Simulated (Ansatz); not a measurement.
Relaxing a trial structure of Cl3GaH3N

The starting geometry of this gas-phase triplet was optimised with GFN2-xTB as a singlet.

```yaml
atoms:
  - { symbol: Cl, position_ang: [2.1835, -1.2605, -0.3874] }
  - { symbol: Cl, position_ang: [-0.4186, 0.0695, -2.5056] }
  - { symbol: Cl, position_ang: [1.2374, 2.2113, -0.1246] }
  - { symbol: Ga, position_ang: [0.8093, 0.2728, -0.8127] }
  - { symbol: N, position_ang: [-0.7497, -0.2740, 0.7614] }
  - { symbol: H, position_ang: [-0.3394, -0.2301, 1.6923] }
  - { symbol: H, position_ang: [-1.5354, 0.3724, 0.7200] }
  - { symbol: H, position_ang: [-1.0950, -1.2184, 0.6008] }
```

Predict what it relaxes into with PBE0-D4/def2-SVP.

A bond breaks, giving a structure given below by its coordinates. Contacts that open: Cl2–Ga4 (2.10 → 3.43 Å).

The energy falls by 3.16 eV over 30 steps:

```json
{"step": "1", "E − E(last) (eV)": "3.157"}
{"step": "4", "E − E(last) (eV)": "1.077"}
{"step": "7", "E − E(last) (eV)": "1.055"}
{"step": "11", "E − E(last) (eV)": "0.993"}
{"step": "14", "E − E(last) (eV)": "0.387"}
{"step": "17", "E − E(last) (eV)": "0.067"}
{"step": "20", "E − E(last) (eV)": "0.018"}
{"step": "24", "E − E(last) (eV)": "0.001"}
{"step": "27", "E − E(last) (eV)": "0.000"}
{"step": "30", "E − E(last) (eV)": "0.000"}
```

Final geometry (Å):

```xyz
8

Cl    2.6154   -1.0726    0.7139
Cl   -1.4656    1.6412   -1.6277
Cl    1.0838    1.8142   -0.9251
Ga    1.0923   -0.4733   -0.7507
N    -0.5941   -0.5119    0.4852
H    -0.3342   -0.2349    1.4338
H    -1.2332    0.1921    0.0810
H    -1.0721   -1.4117    0.5337
```

The end wasn't checked by frequencies. Open shells are spin-unrestricted. The triplet needn't be the ground state. Run with Ansatz 0.2.0, 5.8 min on 2 threads of Arm Neoverse V2 (shared host).
